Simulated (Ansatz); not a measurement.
Total energies of C3H8BCl2N, SMILES `CCN(C)B(Cl)Cl`.

Cartesian coordinates in Å:
```
C -1.412 -1.031 0.565
C -0.452 0.092 0.915
N 0.421 0.459 -0.195
C 1.597 -0.378 -0.307
B 0.119 1.486 -1.077
Cl 1.180 1.909 -2.426
Cl -1.362 2.439 -0.902
H -2.088 -0.718 -0.233
H -0.884 -1.928 0.235
H -2.014 -1.300 1.436
H -1.011 0.973 1.229
H 0.185 -0.201 1.756
H 1.316 -1.431 -0.392
H 2.229 -0.266 0.581
H 2.177 -0.105 -1.184
```

The species carries charge 0 and has multiplicity 1. The geometry is a stationary point of PBE0-D4/def2-TZVP. It is one conformer, not always the lowest. Basis def2-TZVPP, Ansatz 0.2.0.

RPA on PBE orbitals: Hartree–Fock energy of these orbitals -1116.54669 Eh, correlation -1.99634 Eh (frozen core).

```json
{"functional": "LDA (SPW92)", "energy without D4 (Eh)": "-1114.55144", "D4 term (kJ/mol)": "–"}
{"functional": "revPBE", "energy without D4 (Eh)": "-1119.12862", "D4 term (kJ/mol)": "-122.9"}
{"functional": "r2SCAN", "energy without D4 (Eh)": "-1119.18623", "D4 term (kJ/mol)": "-10.5"}
{"functional": "B3LYP", "energy without D4 (Eh)": "-1119.40491", "D4 term (kJ/mol)": "-63.5"}
{"functional": "r2SCANh", "energy without D4 (Eh)": "-1119.17669", "D4 term (kJ/mol)": "-11.1"}
{"functional": "HSE06 (plane-wave form)", "energy without D4 (Eh)": "-1118.79362", "D4 term (kJ/mol)": "-31.6"}
{"functional": "BHLYP", "energy without D4 (Eh)": "-1119.24615", "D4 term (kJ/mol)": "-46.7"}
{"functional": "CAM-B3LYP", "energy without D4 (Eh)": "-1119.28463", "D4 term (kJ/mol)": "-34.4"}
{"functional": "LC-ωPBE", "energy without D4 (Eh)": "-1118.98988", "D4 term (kJ/mol)": "–"}
{"functional": "B2PLYP", "energy without D4 (Eh)": "-1118.92597", "D4 term (kJ/mol)": "–"}
```

Task: Give the same for PBE, BLYP, B97M-V, PBE0, r2SCAN0, ωB97X-V, ωB97M-V, PBE-QIDH. (Estimate.)

Result: The calculation gave: 
```
functional  energy without D4 (Eh)  D4 term (kJ/mol)
       PBE             -1118.71449             -39.8
      BLYP             -1119.25258             -86.8
    B97M-V             -1119.13836                 –
      PBE0             -1118.82107             -33.9
   r2SCAN0             -1119.16379             -12.2
   ωB97X-V             -1119.17929                 –
   ωB97M-V             -1119.22714                 –
  PBE-QIDH             -1118.63144                 –
```

B3LYP takes the VWN-RPA correlation (the form of Gaussian; ORCA's B3LYP/G). HSE06 is the plane-wave form, built on full-range PBE exchange. The double hybrids freeze the cores in their second-order part.

LC-ωPBE has ω = 0.4 bohr⁻¹.
